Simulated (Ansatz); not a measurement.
A nudged elastic band was laid between two geometries of C2H9AlGeSi (14 atoms, charge 0, multiplicity 1).

The calculation used Ansatz 0.2.0, RHF/def2-mTZVP.

```json
{
  "movable images": "5",
  "climbing image": "yes",
  "spring": "5.0 eV/Å²",
  "optimiser": "quadratic models (default)",
  "start path": "IDPP",
  "force threshold": "0.03 eV/Å",
  "iteration limit": "52",
  "end points": "relaxed"
}
```

Image 0:

```xyz
14
Properties=species:S:1:pos:R:3
C -2.028 0.734 -0.401
C -0.989 -0.097 -0.473
Al -0.560 -0.836 -2.231
Ge -0.011 -0.519 1.177
Si 2.160 0.533 1.220
H -2.371 1.186 0.518
H -2.609 1.014 -1.267
H 0.653 -1.830 -2.416
H -1.465 -0.411 -3.455
H 0.172 -2.046 1.295
H -0.833 -0.043 2.393
H 2.906 0.221 -0.018
H 2.011 2.000 1.310
H 2.951 0.066 2.376
```

Image 6:

```xyz
14
Properties=species:S:1:pos:R:3
C -2.071 0.720 0.046
C -1.032 0.005 -0.384
Al -0.780 -0.128 -2.318
Ge 0.126 -0.861 0.945
Si 2.265 0.241 1.121
H -2.321 0.844 1.089
H -2.746 1.226 -0.628
H 0.421 -0.957 -2.922
H -1.817 0.612 -3.254
H 0.357 -2.334 0.548
H -0.574 -0.844 2.320
H 3.188 -0.532 1.975
H 2.876 0.393 -0.216
H 2.097 1.587 1.706
```

Question: Which bonds break or form, and what moves?

Answer: No bond is made or broken. The dihedral C2–Ge4–Si5–H12 goes from -52 to -172°. The two ends are copies of one structure, up to a mirror image or an exchange of like atoms.

Question: What energy profile does the band end with?

Answer: The forces met the threshold. The highest image is number 3 of 0 to 6, 3.0 kJ/mol above the ends, which have the same energy within 2 meV. A vibrational analysis at the climbing image gives one clearly imaginary mode, 74i cm⁻¹: a first-order saddle point.

```json
{"image": "0", "path coordinate (Å)": "0.00", "energy (kJ/mol)": "0.0", "dihedral C2–Ge4–Si5–H12 (°)": "-52"}
{"image": "1", "path coordinate (Å)": "0.79", "energy (kJ/mol)": "0.7", "dihedral C2–Ge4–Si5–H12 (°)": "-72"}
{"image": "2", "path coordinate (Å)": "1.58", "energy (kJ/mol)": "2.2", "dihedral C2–Ge4–Si5–H12 (°)": "-92"}
{"image": "3", "path coordinate (Å)": "2.36", "energy (kJ/mol)": "3.0", "dihedral C2–Ge4–Si5–H12 (°)": "-112"}
{"image": "4", "path coordinate (Å)": "3.15", "energy (kJ/mol)": "2.3", "dihedral C2–Ge4–Si5–H12 (°)": "-132"}
{"image": "5", "path coordinate (Å)": "3.93", "energy (kJ/mol)": "0.8", "dihedral C2–Ge4–Si5–H12 (°)": "-152"}
{"image": "6", "path coordinate (Å)": "4.71", "energy (kJ/mol)": "0.0", "dihedral C2–Ge4–Si5–H12 (°)": "-172"}
```

Question: What is the geometry of the highest image?

Answer: 
```xyz
14
Properties=species:S:1:pos:R:3
C -2.092 0.703 0.003
C -1.040 -0.016 -0.387
Al -0.779 -0.244 -2.311
Ge 0.124 -0.796 0.988
Si 2.281 0.298 1.106
H -2.345 0.879 1.038
H -2.773 1.162 -0.698
H 0.444 -1.078 -2.862
H -1.822 0.427 -3.290
H 0.342 -2.294 0.690
H -0.577 -0.685 2.358
H 3.362 -0.601 0.652
H 2.291 1.502 0.247
H 2.570 0.714 2.493
```

Run time: 2.4 min on 2 threads of Intel(R) Xeon(R) Platinum 8488C (Sapphire Rapids), on a shared host, peak memory 0.44 GiB.
